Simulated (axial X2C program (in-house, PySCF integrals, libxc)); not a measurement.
## CoBr⁺: cheaper levels and CCSD(T), with spin–orbit coupling

Computed with an in-house all-electron X2C program for linear molecules (integrals from PySCF). Two-component (2c) means X2C with spin–orbit coupling and atomic mean-field two-electron Coulomb and Gaunt terms. Basis: Br dyall-cv3z [8s9p6d4f1g], Co dyall-cv3z [9s10p6d3f2g] (cores contracted in-house); Gaussian nuclei, density fitting, unrestricted open shells. Masses: Br 78.918 u, Co 58.933 u.

State: Ω = 7/2 (⟨Sz⟩ = 1.50, ⟨Lz⟩ = 2.00 at HF); fragments Br + Co+.

```csv
level,Re (Å),ωe (cm⁻¹)
PBE0,2.148,369.9
HF,2.251,344.4
MP2,2.178,359.1
B3LYP,2.162,358.6
```

Correlated methods: 15 electrons correlated (number of frozen shells: Br 3 s, 2 p, 1 d; Co 3 s, 2 p), 265 virtual spin orbitals or spinors in MP2, 90 natural virtuals in coupled cluster.

CCSD(T), same Hamiltonian and basis:

Re = 2.169 Å, ωe = 359.0 cm⁻¹; T1 = 0.033 (Lee–Taylor normalisation).

(1) Give the differences from CCSD(T) in the columns below.

One determinant describes the state; a PBE0 search over occupations chose it and may have missed a lower one. De is not given where an atomic determinant may have missed its ground term or J level, or where the truncated virtual space spoils (T). Density functionals use the spin component along the axis (collinear). CCSD and (T) use frozen natural virtuals with an MP2 correction for the truncation; (T) itself is uncorrected, so its De runs slightly low. PBE0 can misorder states that lie within some tenths of an eV, so this need not be the ground state of the molecule. The nearest other 2c determinant of the search, Ω = 9/2, lies 0.05 eV up at the distance of the search. The functionals have no current-density term, which raises determinants with orbital currents, atoms included. With several unpaired electrons one determinant need not be a pure state.

Results:

(1) 

| level | ΔRe (Å) | Δωe (cm⁻¹) |
| --- | --- | --- |
| PBE0 | -0.021 | 11 |
| HF | 0.082 | -15 |
| MP2 | 0.009 | 0 |
| B3LYP | -0.007 | 0 |
